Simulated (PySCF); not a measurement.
**Magnetisability: `C(/C=C/C(C)=O)(=O)O`, C$_{5}$H$_{6}$O$_{3}$**

Molfile (atoms numbered from 1):
```
C5H6O3
     RDKit          3D

 14 13  0  0  0  0  0  0  0  0999 V2000
   -2.5788    0.3265   -0.4826 C   0  0  0  0  0  0  0  0  0  0  0  0
   -1.4655   -0.2133    0.3729 C   0  0  0  0  0  0  0  0  0  0  0  0
   -1.6484   -0.8487    1.3834 O   0  0  0  0  0  0  0  0  0  0  0  0
   -0.1050    0.1067   -0.1296 C   0  0  0  0  0  0  0  0  0  0  0  0
    0.9962   -0.3389    0.4775 C   0  0  0  0  0  0  0  0  0  0  0  0
    2.3442   -0.0111   -0.0293 C   0  0  0  0  0  0  0  0  0  0  0  0
    2.5782    0.6376   -1.0171 O   0  0  0  0  0  0  0  0  0  0  0  0
    3.3044   -0.5231    0.7487 O   0  0  0  0  0  0  0  0  0  0  0  0
   -3.5439    0.0351   -0.0775 H   0  0  0  0  0  0  0  0  0  0  0  0
   -2.4762   -0.0509   -1.4981 H   0  0  0  0  0  0  0  0  0  0  0  0
   -2.5109    1.4125   -0.5191 H   0  0  0  0  0  0  0  0  0  0  0  0
   -0.0201    0.7190   -1.0168 H   0  0  0  0  0  0  0  0  0  0  0  0
    0.9430   -0.9545    1.3635 H   0  0  0  0  0  0  0  0  0  0  0  0
    4.1819   -0.2975    0.4019 H   0  0  0  0  0  0  0  0  0  0  0  0
  1  2  1  0
  2  3  2  0
  2  4  1  0
  4  5  2  0
  5  6  1  0
  6  7  2  0
  6  8  1  0
  1  9  1  0
  1 10  1  0
  1 11  1  0
  4 12  1  0
  5 13  1  0
  8 14  1  0
M  END
```

Level of theory: GIAO B3LYP/pcSseg-1 magnetisability, rotational g tensor and spin-rotation constants, non-relativistic, gas phase (PySCF). Geometry: GFN2-xTB.

(1) What are the magnetisability and the molar susceptibility?

(2) Split it along the inertial axes a, b, c into diamagnetic and paramagnetic parts about the centre of mass, with the quadrupole moment.

(3) And the rotational g tensor?

Results:

(1) Isotropic -895 × 10⁻³⁰ J/T², or -53.9 × 10⁻⁶ cm³/mol; principal values -1210, -843, -631 × 10⁻³⁰ J/T², anisotropy 507 × 10⁻³⁰ J/T² (root of half the summed squared differences of the principal values). The susceptibility is in cgs units.

(2) 
| axis | χ (10⁻⁶ cm³/mol) | diamagnetic (10⁻⁶ cm³/mol) | paramagnetic (10⁻⁶ cm³/mol) | summed x² of all electrons (Å²) | quadrupole Θ (D Å) |
| --- | --- | --- | --- | --- | --- |
| a | -48.9 | -307.0 | 258.1 | 295.1 | +9.07 |
| b | -39.9 | -1299.3 | 1259.4 | 61.2 | -9.41 |
| c | -72.8 | -1511.7 | 1438.9 | 11.1 | +0.35 |

Anisotropies 2χaa − χbb − χcc = +14.9 and 2χbb − χaa − χcc = +42.0 × 10⁻⁶ cm³/mol. Θ is traceless in Buckingham's convention.

(3) 
```tsv
axis	rotational constant (GHz)	g	nuclear part	electronic part
a	5.4865	-0.0983	0.5669	-0.6653
b	0.9554	-0.0163	0.5490	-0.5653
c	0.8179	-0.0035	0.5494	-0.5528
```
Asymmetric top; isotopes 12C, 1H, 16O; no vibrational averaging.
